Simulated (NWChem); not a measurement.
System meant: SiH4Te; SMILES [SiH3][TeH]

Input file for NWChem:

```
start job
memory heap 200 mb stack 900 mb global 1100 mb
geometry units angstroms noautoz
  Te    -0.025528     0.640112     0.013179
  H      1.637679     0.693036    -0.019931
  Si    -0.015740    -1.865534     0.003133
  H      0.682951    -2.414997     1.201832
  H      0.626894    -2.406032    -1.230546
  H     -1.455221    -2.256409     0.034711
end
basis spherical
  * library def2-svp
end
ecp
  Te library def2-ecp
end
dft
  odft
  mult 2
  xc b3lyp
  iterations 150
  mulliken
end
task dft energy
```

End of the output:

```
 Summary of "ao basis" -> "" (spherical)
 ------------------------------------------------------------------------------
       Tag                 Description            Shells   Functions and Types
 ---------------- ------------------------------  ------  ---------------------
 *                          def2-svp                  on all atoms

                                 NWChem DFT Module
                                 -----------------

 Summary of "ao basis" -> "ao basis" (spherical)
 ------------------------------------------------------------------------------
       Tag                 Description            Shells   Functions and Types
 ---------------- ------------------------------  ------  ---------------------
 Te                         def2-svp                10       26   4s4p2d
 H                          def2-svp                 3        5   2s1p
 Si                         def2-svp                 8       18   4s3p1d

 Summary of "ao basis" -> "ao basis" (spherical)
 ------------------------------------------------------------------------------
       Tag                 Description            Shells   Functions and Types
 ---------------- ------------------------------  ------  ---------------------
 Te                         def2-svp                10       26   4s4p2d
 H                          def2-svp                 3        5   2s1p
 Si                         def2-svp                 8       18   4s3p1d

  number of electrons :                   42
  multiplicity        :                    2
 ------------------------------------------------------------------------
  no. of electrons and multiplicity not compatible                  42
 ------------------------------------------------------------------------
 ------------------------------------------------------------------------
  current input line :
    24: task dft energy
 ------------------------------------------------------------------------
 ------------------------------------------------------------------------
 There is an error in the input file
 ------------------------------------------------------------------------
 For more information see the NWChem manual at https://nwchemgit.github.io

0: no. of electrons and multiplicity not compatible:Received an Error in Communication
```

Problem. What is wrong, and how is it mended?

Solution. The input was rejected before any calculation. Cause: the multiplicity doesn't fit the number of electrons (an even count wants an odd multiplicity, and the reverse). This input runs:
```
start job
memory heap 200 mb stack 900 mb global 1100 mb
geometry units angstroms noautoz
  Te    -0.025528     0.640112     0.013179
  H      1.637679     0.693036    -0.019931
  Si    -0.015740    -1.865534     0.003133
  H      0.682951    -2.414997     1.201832
  H      0.626894    -2.406032    -1.230546
  H     -1.455221    -2.256409     0.034711
end
basis spherical
  * library def2-svp
end
ecp
  Te library def2-ecp
end
dft
  xc b3lyp
  iterations 150
  mulliken
end
task dft energy
```
It converges to -559.93490 Ha (B3LYP/def2-SVP with def2 effective core potentials on Te).
